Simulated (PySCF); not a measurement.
## Working with the constants of SeH

UHF-CCSD(T) constants of SeH, ²Π (doublet), unpaired electrons π ↑ (basis H def2-SVPD, Se def2-SVPD; no relativity; PySCF 2.14; masses 1.0078 and 79.9165 u):

| Quantity | Value |
| --- | --- |
| ωe | 2440.3 cm⁻¹ |
| ωexe | 44.9 cm⁻¹ |
| Be | 7.824 cm⁻¹ |
| αe | 0.220 cm⁻¹ |
| D (centrifugal) | 0.000322 cm⁻¹ |
| De to H + Se | 3.19 eV |

Give the vibrational terms G(v) and spacings up to v = 6.

G(v) = ωe(v+½) − ωexe(v+½)².

```tsv
v	G(v) (cm⁻¹)	G(v) − G(v−1)	Bv (cm⁻¹)
0	1209		7.714
1	3559	2350	7.494
2	5820	2261	7.274
3	7991	2171	7.054
4	10072	2081	6.834
5	12063	1991	6.614
6	13965	1902	6.394
```

How well does the Morse estimate ωe²/(4ωexe) reproduce De, and what is D0?

It gives 4.11 eV, 129 % of the computed De. D0 = De − G(0) = 3.19 − 0.15 = 3.04 eV.

Correlated steps freeze 9 core orbitals. Correlated levels converge slowly with the basis: in double zeta they bind strong bonds too weakly, by up to about 1 eV, and carry superposition errors of some tenths. Spin–orbit coupling is left out. The state is the lowest determinant that a PBE0 search found; another state may lie lower at other levels.
